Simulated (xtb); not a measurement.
F₄Te, charge +1, doublet, from a rough starting geometry (a state made from the parent by changing its charge; the spin is typed, not shown lowest); GFN2-xTB (xtb 6.7.1).

The xtb input:
```
$ xtb mol.xyz --gfn 2 --chrg 1 --uhf 1 --opt vtight --json

# file mol.xyz
5

Te    -0.05422522    -0.06338039     0.65775716
F      1.01168814     1.44638544    -0.16338466
F      1.45530246    -1.03244800    -0.18263897
F     -1.03463965    -1.40777799    -0.17497738
F     -1.35600925     1.00315998    -0.21163550
```

Task: Write the output that xtb gives for this input, abridged.

Result: 
```
   ID    Z sym.   atoms
    1   52 Te     1
    2    9 F      2-5

           -------------------------------------------------
          |                Calculation Setup                |
           -------------------------------------------------

           -------------------------------------------------
          |                 G F N 2 - x T B                 |
           -------------------------------------------------

          ...................................................
          :                      SETUP                      :
          :.................................................:
          :  # basis functions                  26          :
          :  # atomic orbitals                  25          :
          :  # shells                           11          :
          :  # electrons                        33          :
          :  max. iterations                   250          :
          :  Hamiltonian                  GFN2-xTB          :
          :  restarted?                      false          :
          :  GBSA solvation                  false          :
          :  PC potential                    false          :
          :  electronic temp.          300.0000000     K    :
          :  accuracy                    1.0000000          :
          :  -> integral cutoff          0.2500000E+02      :
          :  -> integral neglect         0.1000000E-07      :
          :  -> SCF convergence          0.1000000E-05 Eh   :
          :  -> wf. convergence          0.1000000E-03 e    :
          :  Broyden damping             0.4000000          :
          :  net charge                          1          :
          :  unpaired electrons                  1          :
          ...................................................

 iter      E             dE          RMSdq      gap      omega  full diag
   1    -16.3562624 -0.163563E+02  0.203E+01    2.81       0.0  T
   2    -14.6587730  0.169749E+01  0.242E+01   12.28       1.0  T
   3    -20.1942616 -0.553549E+01  0.114E+01    8.83       1.0  T
   4    -20.9245984 -0.730337E+00  0.905E+00    7.63       1.0  T
   5    -21.0717715 -0.147173E+00  0.653E+00    7.21       1.0  T
   6    -21.2653010 -0.193530E+00  0.418E+00    6.89       1.0  T
   7    -21.4277018 -0.162401E+00  0.121E+00    6.11       1.0  T
   8    -21.4293717 -0.166982E-02  0.734E-01    6.14       1.0  T
   9    -21.4231831  0.618853E-02  0.935E-01    6.23       1.0  T
  10    -21.4252803 -0.209714E-02  0.782E-01    6.22       1.0  T
  11    -21.4289856 -0.370533E-02  0.544E-01    6.02       1.0  T
  12    -21.4305759 -0.159027E-02  0.280E-01    6.04       1.0  T
  13    -21.4308086 -0.232709E-03  0.232E-01    6.05       1.0  T
  14    -21.4312161 -0.407460E-03  0.396E-02    6.08       1.1  T
  15    -21.4312130  0.307457E-05  0.423E-02    6.08       1.1  T
  16    -21.4312230 -0.997475E-05  0.218E-02    6.08       2.0  T
  17    -21.4312249 -0.197574E-05  0.141E-02    6.08       3.2  T
  18    -21.4312261 -0.118783E-05  0.137E-03    6.08      32.6  T
  19    -21.4312261 -0.396443E-08  0.669E-04    6.08      66.9  T
  20    -21.4312261  0.432401E-10  0.659E-04    6.08      67.9  T

   *** convergence criteria satisfied after 20 iterations ***

         :::::::::::::::::::::::::::::::::::::::::::::::::::::
         ::                     SUMMARY                     ::
         :::::::::::::::::::::::::::::::::::::::::::::::::::::
         :: total energy             -21.423368292109 Eh    ::
         :: gradient norm              0.042389757836 Eh/a0 ::
         :: HOMO-LUMO gap              6.076776230764 eV    ::
         ::.................................................::
         :: SCC energy               -21.431225871826 Eh    ::
         :: -> isotropic ES            0.175448230810 Eh    ::
         :: -> anisotropic ES          0.006228782765 Eh    ::
         :: -> anisotropic XC         -0.012345835708 Eh    ::
[...]
 * total energy  :   -21.4308684 Eh     change       -0.2777510E-03 Eh
 * total energy  :   -21.4311648 Eh     change       -0.2964366E-03 Eh
 * total energy  :   -21.4314368 Eh     change       -0.2719807E-03 Eh
 * total energy  :   -21.4316548 Eh     change       -0.2180549E-03 Eh
 * total energy  :   -21.4324937 Eh     change       -0.8388161E-03 Eh
 * total energy  :   -21.4326074 Eh     change       -0.1137821E-03 Eh
 * total energy  :   -21.4326448 Eh     change       -0.3740294E-04 Eh
 * total energy  :   -21.4326543 Eh     change       -0.9465479E-05 Eh
 * total energy  :   -21.4326582 Eh     change       -0.3925746E-05 Eh
 * total energy  :   -21.4326593 Eh     change       -0.1018443E-05 Eh
 * total energy  :   -21.4326595 Eh     change       -0.2152870E-06 Eh
 * total energy  :   -21.4326595 Eh     change       -0.1654714E-07 Eh
   *** GEOMETRY OPTIMIZATION CONVERGED AFTER 21 ITERATIONS ***
         :: total energy             -21.432659483756 Eh    ::
[...]
         5        2.0000           -1.0752513             -29.2591
         6        2.0000           -0.9020035             -24.5448
         7        2.0000           -0.8975892             -24.4246
         8        2.0000           -0.8948442             -24.3500
         9        2.0000           -0.8565256             -23.3072
        10        2.0000           -0.8513710             -23.1670
        11        2.0000           -0.8442867             -22.9742
        12        2.0000           -0.8378081             -22.7979
        13        2.0000           -0.8337425             -22.6873
        14        2.0000           -0.8335308             -22.6815
        15        2.0000           -0.8333891             -22.6777
        16        2.0000           -0.8333756             -22.6773
        17        1.0000           -0.8031200             -21.8540 (HOMO)
        18                         -0.6195136             -16.8578 (LUMO)
        19                         -0.4806551             -13.0793
        20                         -0.4712426             -12.8232
        21                         -0.3223359              -8.7712
        22                         -0.2965921              -8.0707
        23                         -0.2346187              -6.3843
        24                          0.3657856               9.9535
        25                          0.6758910              18.3919
      -------------------------------------------------------------
                  HL-Gap            0.1836064 Eh            4.9962 eV
             Fermi-level           -0.7644831 Eh          -20.8026 eV

     #   Z          covCN         q      C6AA      α(0)
     1  52 Te       2.892     0.522   382.173    36.131
     2   9 F        0.719     0.136     8.290     3.400
     3   9 F        0.727     0.103     8.542     3.451
     4   9 F        0.719     0.136     8.290     3.400
     5   9 F        0.727     0.103     8.541     3.451

 Mol. C6AA /au·bohr⁶  :        935.313316
 Mol. C8AA /au·bohr⁸  :      58538.977168
 Mol. α(0) /au        :         49.833646

Wiberg/Mayer (AO) data.
largest (>0.10) Wiberg bond orders for each atom

 ---------------------------------------------------------------------------
     #   Z sym  total        # sym  WBO       # sym  WBO       # sym  WBO
 ---------------------------------------------------------------------------
     1  52 Te   4.852 --     5 F    1.345     3 F    1.345     4 F    1.081
                             2 F    1.081
     2   9 F    1.499 --     1 Te   1.081     4 F    0.206     5 F    0.105
                             3 F    0.105
     3   9 F    1.626 --     1 Te   1.345     2 F    0.105     4 F    0.105
     4   9 F    1.499 --     1 Te   1.081     2 F    0.206     5 F    0.105
                             3 F    0.105
     5   9 F    1.626 --     1 Te   1.345     2 F    0.105     4 F    0.105
 ---------------------------------------------------------------------------

Topologies differ in total number of bonds
Writing topology from bond orders to xtbtopo.mol

molecular dipole:
                 x           y           z       tot (Debye)
 q only:       -0.010      -0.015       0.459
   full:       -0.039      -0.007       1.232       3.133
molecular quadrupole (traceless):
                xx          xy          yy          xz          yz          zz
 q only:        0.272       1.647       1.383       0.060       0.016      -1.655
  q+dip:       -0.850       1.181      -0.058      -0.064       0.017       0.907
   full:       -1.004       0.007      -1.003      -0.099      -0.006       2.007

optimized geometry written to: xtbopt.xyz

           -------------------------------------------------
          | TOTAL ENERGY              -21.432659483756 Eh   |
          | GRADIENT NORM               0.000009360903 Eh/α |
          | HOMO-LUMO GAP               4.996184929225 eV   |
           -------------------------------------------------

normal termination of xtb
```
